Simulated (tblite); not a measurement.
C5H7NS (charge +1 and doublet state).
Cartesian coordinates in Å at the GFN2-xTB level; atoms count from 1:
```xyz
14
C5H7NS angstrom
N      2.827   -0.041   -1.290
C      2.091   -0.088   -0.424
C      1.121   -0.086    0.655
C      0.040    0.975    0.425
C     -0.935    0.367   -0.576
C     -1.226   -1.046   -0.091
S      0.273   -1.696    0.661
H      1.673    0.027    1.594
H      0.481    1.899    0.048
H     -0.459    1.195    1.371
H     -1.853    0.950   -0.642
H     -0.484    0.334   -1.570
H     -1.556   -1.731   -0.875
H     -1.994   -1.058    0.692
```

Method: GFN2-xTB as coded in tblite; computed harmonic values from a numerical Hessian at the method's own geometry, unscaled. This tight-binding method is rough: wavenumbers can miss measured ones by several per cent, in bad cases by 10 to 20. One conformer, not necessarily the lowest. Open shells enter through the occupations alone, without spin polarisation, and single modes of such species can be off by tens of per cent.

Harmonic wavenumbers (cm⁻¹): 81.4, 143.6, 190.6, 273.3, 391.0, 462.6, 497.6, 582.5, 692.2, 716.0, 784.1, 840.5, 917.1, 956.3, 972.3, 994.8, 1065.4, 1079.4, 1083.4, 1138.6, 1166.4, 1188.5, 1210.6, 1282.8, 1312.9, 1371.7, 1453.6, 1463.4, 2413.3, 2922.2, 2939.8, 2986.5, 2991.5, 3002.4, 3022.0, 3032.1.

A = 3430, B = 1997, C = 1590 MHz; mass 113.030 u (most abundant isotopes); point group C1, symmetry number 1; spin multiplicity 2.

Question: Zero-point energy?

Answer: ½Σν̃ = 23811 cm⁻¹ = 68.08 kcal/mol.

Question: Give the ideal-gas entropy at 273.15 K and 1 bar in the rigid-rotor, harmonic-oscillator model (classical rotation).

Answer: Translation 39.67, rotation 27.52, vibration 13.62, spin (R ln 2) 1.38: S = 82.2 cal/(mol K).

Question: And Cp and H(273.15 K) − H(0)?

Answer: Cp = 25.51 cal/(mol K), of which vibrations give 17.56 (their classical limit is 36 R = 71.5); H(273.15 K) − H(0) = 4.32 kcal/mol without the zero-point energy, 2.15 from vibrations.

Question: Which modes carry the vibrational entropy at 273.15 K?

Answer: 81.4 cm⁻¹: 3.69; 143.6 cm⁻¹: 2.59; 190.6 cm⁻¹: 2.06; 273.3 cm⁻¹: 1.43; 391.0 cm⁻¹: 0.87; 462.6 cm⁻¹: 0.65 cal/(mol K); the other 30 give 2.34 together.

Question: Blend soft modes into free rotors: weight 1/[1 + (100 cm⁻¹/ν̃)⁴] for the oscillator and the rest for a rotor with moment μB/(μ + B), μ = h/(8π²ν), B = 10⁻⁴⁴ kg m². What vibrational entropy results?

Answer: 13.11 cal/(mol K) in place of 13.62, which changes −T·S at 273.15 K by +0.14 kcal/mol.

Hindered rotation and anharmonicity are outside this model. Other conformers, if any are populated, would add a mixing term that is left out. The structure is chiral; the term R ln 2 for an equal mix with its mirror image is left out.

Time: 0.32 s of wall time. Hardware: one thread, Arm Neoverse V2 (aarch64), on a shared host. This covers the Hessian and the dipole derivatives.
